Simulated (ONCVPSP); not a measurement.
**Nb, ONCV: configuration errors across variants**

- Element: niobium
- Generator: ONCVPSP 4.0.1
- Type: optimised norm-conserving Vanderbilt (ONCV)
- Functional: LDA (Perdew-Zunger)
- Relativity: scalar-relativistic
- Frozen core: [Ar] 3d10
- Valence charge: 13
- Reference configuration: 4s2 4p6 4d4 5s1
- Partial waves: 4s+5s: rc 2.25 bohr, ncon 3, nbas 7, qcut 4.4 1/bohr, 3 projectors, debl 1.2 Ha; 4p: rc 1.75 bohr, ncon 5, nbas 9, qcut 7.3 1/bohr, 2 projectors, debl 3.2 Ha; 4d: rc 2.85 bohr, ncon 5, nbas 9, qcut 5.3 1/bohr, 2 projectors, debl 3.2 Ha
- Local potential: polynomial inside 1.50 bohr (lpopt 3, dvloc0 0 Ha)
- Core correction: none

All-electron excitation energies from the reference (eV): (1) 4s2 4p6 4d4 5s0 6.916; (2) 4s2 4p6 4d3 5s0 21.192; (3) 4s2 4p6 4d3 5s1 7.210.

1 further variants failed, have other tests or too few solved ones, and are left out.

Errors AE − PS in meV (a dash: test not solved or not reliable):

| change | (1) | (2) | (3) | bound ghosts | GHOST(+) flags above zero |
| --- | --- | --- | --- | --- | --- |
| base | -0.5 | +4.2 | +10.0 | none | none |
| all radii scaled by about 0.93 (s 2.10, p 1.62, d 2.64 bohr); local potential polynomial inside 1.40 bohr (lpopt 3, dvloc0 0 Ha) | -1.1 | -1.6 | +4.7 | none | none |
| s: rc 2.4 | -0.5 | +3.8 | +10 | none | none |
| local potential polynomial inside 1.75 bohr (lpopt 3, dvloc0 4 Ha) | -0.6 | +0.4 | +8.3 | none | none |
| s: debl 1.65 | -0.5 | +4.2 | +10.0 | none | none |

Problem. Give the same row for: s: qcut 4.9; p: qcut 8.2; d: qcut 5.9.

Solution. -0.9, +2.3, +7.2; bound ghosts: none; GHOST(+) flags above zero: none.
